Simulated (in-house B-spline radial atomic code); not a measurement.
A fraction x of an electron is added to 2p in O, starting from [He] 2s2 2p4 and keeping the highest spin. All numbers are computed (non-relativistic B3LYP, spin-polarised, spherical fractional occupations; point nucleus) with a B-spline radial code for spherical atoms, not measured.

Caution: exact exchange at fractional occupations of open shells leaves self-interaction of up to several eV.

| x | E(x) - E(0) (eV) | 2p down level (eV) |
| --- | --- | --- |
| 0 | 0.0000 | -6.780 |
| 0.1 | -0.6239 | -5.703 |
| 0.2 | ? | ? |
| 0.3 | -1.5572 | -3.655 |
| 0.4 | -1.8741 | -2.689 |
| 0.5 | -2.0966 | -1.767 |
| 0.6 | ? | ? |
| 0.7 | -2.2774 | -0.080 |

(1) What belongs in the row x = 0.2?

(2) What belongs in the row x = 0.6?

(3) Check Janak's theorem between x = 0.3 and 0.4.

Results:

(1) An energy change of -1.1418 eV; 2p down at -4.661 eV.

(2) An energy change of -2.2292 eV; 2p down at -0.894 eV.

(3) The slope of the energy is -3.17 eV; the orbital levels give -3.17 eV (ε of the filling orbital, averaged over the two points).
